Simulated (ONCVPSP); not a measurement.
## Ce (Z = 58): excitation energies, all-electron against ONCV

* Element: cerium (Ce)
* Generator: ONCVPSP 4.0.1
* Type: optimised norm-conserving Vanderbilt (ONCV)
* Functional: PW91
* Relativity: scalar-relativistic
* Frozen core: [Kr] 4d10
* Valence charge: 12
* Reference configuration: 5s2 5p6 5d2 6s2
* Partial waves: 5s+6s: rc 2.40 bohr, ncon 4, nbas 7, qcut 3.8 1/bohr, 2 projectors; 5p: rc 2.85 bohr, ncon 4, nbas 9, qcut 5.3 1/bohr, 1 projector; 5d: rc 3.20 bohr, ncon 4, nbas 9, qcut 5.2 1/bohr, 1 projector; f scattering state at 0.12 Ha: rc 2.60 bohr, ncon 4, nbas 7, qcut 4.9 1/bohr, 2 projectors, debl 2.6 Ha
* Local potential: polynomial inside 2.10 bohr (lpopt 5, dvloc0 0 Ha)
* Core correction: none

In the f channel the program set the typed energies aside and used -0.422, 2.178 Ha.

Energies are relative to the spin-unpolarised reference configuration 5s2 5p6 5d2 6s2; without spin polarisation the order of configurations can differ from experiment.

```json
{"valence configuration": "4f1 5s2 5p6 5d1 6s1", "charge": "+1", "ΔE all-electron (eV)": "1.272", "error AE − PS (meV)": "+1883"}
{"valence configuration": "4f1 5s2 5p6 5d1 6s0", "charge": "+2", "ΔE all-electron (eV)": "12.380", "error AE − PS (meV)": "+1861"}
{"valence configuration": "4f1 5s2 5p6 5d2 6s0", "charge": "+1", "ΔE all-electron (eV)": "1.428", "error AE − PS (meV)": "+1891"}
```

Q: What are ΔE and the potential's error for 4f1 5s2 5p6 5d1 6s2?

A: ΔE = -4.840 eV all-electron; the error (AE − PS) is +1891 meV.

These tests converged, but a pseudo level misses the all-electron one widely, so the file describes the atom poorly there or has found another state: 4f1 5s2 5p6 5d1 6s2: 4f by 3.7 eV; 4f1 5s2 5p6 5d1 6s1: 4f by 3.7 eV; 4f1 5s2 5p6 5d1 6s0: 4f by 3.8 eV; 4f1 5s2 5p6 5d2 6s0: 4f by 3.6 eV.
